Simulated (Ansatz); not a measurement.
Reaction (formal exchange of groups at a P–O bond): `OPO` + `[InH3]` → `O[PH][InH2]` + H₂O

Program: Ansatz. Geometries: PBE0-D4/def2-TZVP. ΔE: electronic, gas phase. CCSD(T)/CBS adds triple-zeta CCSD(T) − MP2 to the extrapolated MP2 energy (def2 sets, frozen cores). This one scheme is used for every species. Functionals use def2-TZVPP. HSE06 is defined as in plane-wave codes. def2 core potentials past Kr. For In outer-core shells are correlated without core-valence functions, which leaves a few kJ/mol of doubt a bond. One conformer a species, not always the lowest.

`OPO`:

```xyz
6

O    -0.490   -0.863    0.774
P    -0.330   -0.150   -0.702
O     1.092    0.644   -0.606
H    -0.233   -1.787    0.731
H    -1.205    0.922   -0.351
H     1.165    1.233    0.153
```

`[InH3]`:

Cartesian coordinates in Å:
```
In 0.000 0.000 0.000
H 0.077 -1.294 -1.137
H 0.387 1.606 -0.494
H -0.464 -0.312 1.631
```

`O[PH][InH2]`:

```xyz
7

O     0.174    0.638   -1.730
P     0.241   -0.783   -0.854
In    0.041    0.094    1.481
H     0.640    0.514   -2.561
H    -1.137   -1.165   -0.891
H     0.447    1.730    1.838
H    -0.406   -1.029    2.716
```

H₂O:

Z-matrix (Å, degrees):
```
O
H 1 0.960
H 1 0.960 2 105.1
```

CCSD(T)/CBS gives -0.04 eV.

**Question.** Another level gave +0.08 eV. Which?
A. HF/def2-TZVPP
B. HSE06/def2-TZVPP
C. SCS-MP2/def2-TZVPP
D. LDA (SPW92)/def2-TZVPP

**Answer.** C. SCS-MP2/def2-TZVPP 0.08, LDA (SPW92) 0.03, HF/def2-TZVPP 0.25, HSE06 -0.03 eV.

Largest T1 diagnostic among the species: 0.015.

From PBE to PBE0 (25 % exact exchange), in def2-TZVPP and without D4, ΔE moves by +0.04 eV. The D4 term adds −0.04 eV with B3LYP and −0.02 eV with PBE0; it sums over pairs of atoms, weighted by their polarisabilities, and B3LYP, whose exchange is more repulsive, gets the larger term. Leaving LDA and LC-ωPBE aside and taking each functional with its dispersion term where it has one, the values, not all of them listed here, spread over 0.23 eV, from PBE-D4 to CAM-B3LYP-D4. LDA lies +0.08 eV from PBE without D4.

B3LYP here is the variant with VWN-RPA as its local correlation; programs differ in this.
